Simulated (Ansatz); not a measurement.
Basis-set extrapolation for CH4AlBFN (PBE0-D4/def2-TZVP geometry, frozen core, the Gaussian-basis code of Ansatz). Multiplicity 1, RHF reference.

|  | def2-TZVPP | def2-QZVPP |
| --- | --- | --- |
| HF | -460.701017 | -460.718077 |
| MP2 correlation | -0.807385 | -0.869002 |
| CCSD(T) correlation | -0.868159 | not run |

Energies in hartree. Use E(X) = E(∞) + A·exp(−7.88·√X) for Hartree–Fock and E(X) = E(∞) + B·X^(−2.97) for correlation, with X = 3 and 4, and add CCSD(T) minus MP2 of the smaller set to the MP2 limit.

Problem. What is the CCSD(T) energy at the basis-set limit?

Solution. HF limit: -460.718077 + (-0.017060) × 0.13774 = -460.72043. MP2 limit: -0.869002 + (-0.061617) × 0.74074 = -0.91464. Higher-order term: -0.868159 − (-0.807385) = -0.06077. Total: -461.69584 hartree, 3.45 eV below CCSD(T)/def2-TZVPP.
